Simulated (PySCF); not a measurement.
Si(Cl)2(Br)(vinyl) (C₂H₃BrCl₂Si), SMILES [Si](Br)(Cl)(Cl)C=C. Atoms are numbered in the order given.

```xyz
9

C     -2.8153     0.4611     0.0000
C     -1.9940    -0.5957     0.0000
Si    -0.1483    -0.4936     0.0000
Cl     0.6097    -1.4497    -1.6659
Cl     0.6097    -1.4497     1.6659
Br     0.5416     1.6225     0.0000
H     -2.4347     1.4875     0.0000
H     -3.9039     0.3415     0.0000
H     -2.4163    -1.6092     0.0000
```

Geometry optimised at B3LYP-D3(BJ)/def2-SVP. One conformer was computed; it need not be the lowest.

Level of theory: TDDFT-B3LYP/def2-SVPD (PySCF 2.14.0).

Vertical excitations.  State labels are in the subgroup Cs.

Computed excitation energies, oscillator strengths and character:
```
state  symmetry  energy (eV)  λ (nm)      f                                                              main pairs
-----  --------  -----------  ------  -----  ----------------------------------------------------------------------
S1           A'         6.12     203  0.011                                        HOMO−1→LUMO 53 %, HOMO→LUMO 46 %
S2           A"         6.22     199  0.001                                                        HOMO−2→LUMO 93 %
S3           A"         6.34     195  0.002                                      HOMO→LUMO+1 63 %, HOMO−3→LUMO 22 %
S4           A"         6.47     192  0.009                  HOMO−3→LUMO 65 %, HOMO→LUMO+1 16 %, HOMO−1→LUMO+1 14 %
S5           A'         6.58     188  0.014                                      HOMO−2→LUMO+1 71 %, HOMO→LUMO 11 %
S6           A"         6.60     188  0.001                                    HOMO−1→LUMO+1 77 %, HOMO→LUMO+1 18 %
S7           A'         6.66     186  0.196  HOMO−1→LUMO 26 %, HOMO−2→LUMO+1 25 %, HOMO−4→LUMO 23 %, HOMO→LUMO 22 %
S8           A'         7.06     176  0.137   HOMO−4→LUMO 52 %, HOMO−5→LUMO 18 %, HOMO−3→LUMO+1 12 %, HOMO→LUMO 9 %
S9           A'         7.18     173  0.040                                                      HOMO−3→LUMO+1 82 %
S10          A"         7.21     172  0.002                                    HOMO−6→LUMO 74 %, HOMO−4→LUMO+1 21 %
T1           A'         4.20     295      0                                        HOMO→LUMO 68 %, HOMO−1→LUMO 21 %
T2           A"         5.95     208      0                                      HOMO−3→LUMO 77 %, HOMO−2→LUMO 13 %
T3           A"         5.99     207      0                                    HOMO→LUMO+1 54 %, HOMO−1→LUMO+1 39 %
T4           A'         6.05     205      0                                        HOMO−1→LUMO 70 %, HOMO→LUMO 23 %
```
Triplets are in the Tamm–Dancoff approximation, which puts them higher than full response would, so one can lie above its singlet here.
